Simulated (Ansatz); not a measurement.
Start from `[NH2][Ti]([NH2])([F])[F]` and change one atom or group to get `[NH2][Ti]([OH])([F])[F]`.

Ansatz, PBE0-D4/def2-TZVP geometries, multiplicity 1. Each molecule was computed in one conformer, which needn't be the lowest.

Scalar relativity is left out up to krypton.

```
                                                                                  property  `[NH2][Ti]([NH2])([F])[F]`
ideal-gas entropy at 298 K and 1 bar (rigid rotor, harmonic PBE0-D4/def2-TZVP) / J/(mol·K)                         360
                                          size of the dipole moment (B3LYP/def2-TZVPP) / D                        3.01
                                            zero-point energy (PBE0-D4/def2-TZVP) / kJ/mol                       142.6
                                                   HOMO–LUMO gap (ωB97M-V/def2-TZVPP) / eV                       10.83
                                                       LUMO energy (B3LYP/def2-TZVPP) / eV                       -1.96
                                                     HOMO–LUMO gap (B3LYP/def2-TZVPP) / eV                        5.60
```

Question: What does the change do to each property? (An estimate is asked.)

Answer: The calculation gave: 
```json
{"property": "ideal-gas entropy at 298 K and 1 bar (rigid rotor, harmonic PBE0-D4/def2-TZVP) / J/(mol·K)", "`[NH2][Ti]([OH])([F])[F]`": "364", "shift": "4"}
{"property": "size of the dipole moment (B3LYP/def2-TZVPP) / D", "`[NH2][Ti]([OH])([F])[F]`": "2.64", "shift": "-0.37"}
{"property": "zero-point energy (PBE0-D4/def2-TZVP) / kJ/mol", "`[NH2][Ti]([OH])([F])[F]`": "110.0", "shift": "-32.6"}
{"property": "HOMO–LUMO gap (ωB97M-V/def2-TZVPP) / eV", "`[NH2][Ti]([OH])([F])[F]`": "10.88", "shift": "0.05"}
{"property": "LUMO energy (B3LYP/def2-TZVPP) / eV", "`[NH2][Ti]([OH])([F])[F]`": "-2.22", "shift": "-0.26"}
{"property": "HOMO–LUMO gap (B3LYP/def2-TZVPP) / eV", "`[NH2][Ti]([OH])([F])[F]`": "5.63", "shift": "0.03"}
```

The zero-point energy changes by -32.6 kJ/mol with -3 modes. Dipoles are sizes alone; their direction can turn.

B3LYP here is the variant with VWN-RPA as its local correlation; programs differ in this.
